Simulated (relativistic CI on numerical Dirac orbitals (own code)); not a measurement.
**One change at a time: Bi20+**

Base calculation: Dirac-Coulomb-Breit CI, KLI orbitals optimised for each configuration, model QED (radiative potential, 1s self-energy scaled to tabulated hydrogen-like ionisation energies), unscaled Slater integrals.

Configuration list (outside the closed core [Kr] 4d10): 4f14.5s2.5p, 4f14.5s.5p2, 4f14.5s2.5d, 4f14.5s.5p.5d, 4f13.5s2.5p2, 4f14.5s2.5f, 4f14.5s.5p.5f, 4f14.5s2.5g, 4f14.5p2.5d, 4f14.5s2.6s, 4f14.5s.5d2, 4f13.5s2.5p.5d, 4f14.5p3, 4f13.5p4, 4f14.5p.5d2, 4f14.5d3, 4f13.5p2.5d2, 4f14.5d2.5f. Double excitations out of closed p, d and f shells are left out; levels of such configurations are missing from the list, as are those of other unlisted configurations, and high levels can miss mixing partners. Some configurations lack a partner that the ground configuration has and come out too high, among them 4f13.5s2.5p.5d, 4f14.5s2.5g, 4f14.5s2.6s.

The lowest level and the first level of each name with at least 55 % of one term (blank where a level has no safe partner in the second run):

| Level | Base (cm⁻¹) | Shift (cm⁻¹) |
| --- | --- | --- |
| 4f14.5s2.5p 2P°_1/2 | 0 | 0 |
| 4f14.5s2.5p 2P°_3/2 | 267257 | +2930 |
| 4f14.5s.5p2 4P_1/2 | 385314 | -2293 |
| 4f14.5s.5p2 4P_3/2 | 599371 | +551 |
| 4f14.5s.5p2 2D_3/2 | 684838 | +756 |
| 4f14.5s.5p2 2P_1/2 | 700977 | +467 |
| 4f14.5s2.5d 2D_3/2 | 912361 | +4085 |
| 4f13.5s2.5p2 4F°_9/2 | 921668 | -4495 |
| 4f13.5s2.5p2 2P°_3/2 | 943485 | -4562 |
| 4f13.5s2.5p2 2H°_11/2 | 943589 | -4291 |
| 4f13.5s2.5p2 2D°_5/2 | 948927 | -4619 |
| 4f13.5s2.5p2 2G°_9/2 | 959176 | -4407 |
| 4f13.5s2.5p2 4F°_3/2 | 960544 | -2915 |
| 4f14.5s.5p2 2S_1/2 | 967547 | +3406 |

At this charge transitions that keep the count of f electrons are usually good to a few per cent. Levels that differ in their count of f electrons can be misplaced by several ten thousand cm⁻¹, since the correlation energy of f electrons is missing or only estimated; rates across such gaps can be off by orders of magnitude.

**Question.** One thing was changed in a second run, which moved the levels as shown. Which?
A. Breit term removed
B. valence Slater integrals scaled by 0.9
C. QED terms removed
D. one mean potential for all configurations
E. configuration mixing switched off

**Answer.** A. Breit term removed. The Breit term mainly narrows fine-structure intervals, so removing it widens them.

LS names give the leading component of a level, which can be under half, so a name can repeat, a term be missing and a line seem to break the LS rules.
